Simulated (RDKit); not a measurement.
Input for RDKit: MMFF94 on CH4 (SMILES C).

```python
from rdkit import Chem
from rdkit.Chem import AllChem, rdDetermineBonds

blocks = [
'''5

C     0.00921336   -0.06723437    0.19097256
H    -0.35869810    0.61287556    0.95730673
H    -0.43650266   -1.05181114    0.33060710
H    -0.25914949    0.31170942   -0.79431912
H     1.09373677   -0.14630387    0.26221970
''',
]
mol = None
for b in blocks:
    f = Chem.MolFromXYZBlock(b)
    rdDetermineBonds.DetermineBonds(f, charge=0)
    mol = f if mol is None else Chem.CombineMols(mol, f)
Chem.SanitizeMol(mol)
print(Chem.MolToSmiles(Chem.RemoveHs(mol)))
ff = AllChem.MMFFGetMoleculeForceField(mol, AllChem.MMFFGetMoleculeProperties(mol), nonBondedThresh=100.0, ignoreInterfragInteractions=False)
e = ff.CalcEnergy()
print(f'MMFF94 energy {e:.6f} kcal/mol')
```

The log:

```
C
MMFF94 energy 0.039901 kcal/mol
```

The run finished.

Cost: around 0.03 core-seconds (rough).
